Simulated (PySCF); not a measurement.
**CuH₂ + F₂ → CuHF + HF**

Level: PBE0 in the def2-TZVP basis family, all electrons, no relativity, computed in PySCF with density fitting; open shells unrestricted.

```csv
species,state and structure,E (Eh),ZPE (kJ/mol),H(298 K) − H(0) (kJ/mol),S° (J/(mol K))
CuH₂,"doublet, C2v, Cu–H 1.521 Å (×2); H–Cu–H 120.5°",-1641.38747,24.3,10.3,223.1
F₂,"singlet, D∞h, F–F 1.376 Å",-199.40856,6.6,8.7,201.9
CuHF,"doublet, C∞v, Cu–F 1.754 Å, Cu–H 1.483 Å; F–Cu–H 180.0°",-1740.63066,21.6,10.3,238.5
HF,"singlet, C∞v, H–F 0.920 Å",-100.39188,24.9,8.7,173.6
```

(1) What is the electronic reaction energy?

(2) Add zero-point, thermal and entropy terms for 298.15 K and 1 bar.

Answers

(1) At PBE0/def2-TZVP, ΔE = -594.7 kJ/mol from the differences of the total energies times 2625.5, downhill. 

(2) ΔZPE = 15.6 and Δ[H(298) − H(0)] = 0.0 kJ/mol give ΔH° = -579.1 kJ/mol. ΔS° = -12.9 J/(mol K), so ΔG° = -579.1 − 298.15 × (-0.0129) = -575 kJ/mol.

Open d or f shells are single determinants, so the state found may not be the ground state. The structures come from searches over a few start shapes, so lower isomers are not excluded.
